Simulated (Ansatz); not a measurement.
C₂H₆OSSi, SMILES `[SiH3]C1(S)CO1`, relaxed with RKS PBE0-D4/def2-TZVP in the Gaussian-basis code of Ansatz from a PBE-D4/def2-SVP geometry. The force threshold is 0.005 eV/Å; the program also tests the step.

The species carries charge 0 and has multiplicity 1.

Start:

```xyz
11

Si   -1.356   -0.644   -0.681
C     0.159   -0.079    0.336
S     0.912   -1.421    1.298
C     0.929    1.116   -0.082
O    -0.027    1.197    0.980
H    -2.451   -1.065    0.256
H    -1.802    0.538   -1.493
H    -0.998   -1.788   -1.589
H     1.970   -0.700    1.771
H     1.993    1.185    0.218
H     0.673    1.660   -1.013
```

| step | energy (eV) | largest force (eV/Å) | largest move (Å) |
| --- | --- | --- | --- |
| 1 | -22920.7554 | 0.660 | 0.000 |
| 2 | -22920.8031 | 0.251 | 0.031 |
| 3 | -22920.8102 | 0.068 | 0.029 |
| 4 | -22920.8109 | 0.036 | 0.016 |
| 5 | -22920.8119 | 0.065 | 0.043 |
| 6 | -22920.8125 | 0.093 | 0.035 |
| 7 | -22920.8132 | 0.094 | 0.036 |
| 8 | -22920.8137 | 0.064 | 0.038 |
| 9 | -22920.8139 | 0.036 | 0.030 |
| 10 | -22920.8140 | 0.016 | 0.004 |
| 11 | -22920.8140 | 0.010 | 0.002 |
| 12 | -22920.8140 | 0.004 | 0.001 |

End:

```xyz
11

Si   -1.347   -0.626   -0.664
C     0.114   -0.041    0.381
S     0.790   -1.316    1.430
C     0.934    1.076   -0.095
O    -0.020    1.273    0.931
H    -2.394   -1.201    0.216
H    -1.869    0.561   -1.385
H    -0.887   -1.655   -1.629
H     1.993   -0.756    1.643
H     1.974    1.127    0.218
H     0.713    1.558   -1.046
```

Hardware: 4 threads of a server CPU on a shared host. Wall time 46 s, peak host memory 0.56 GiB.
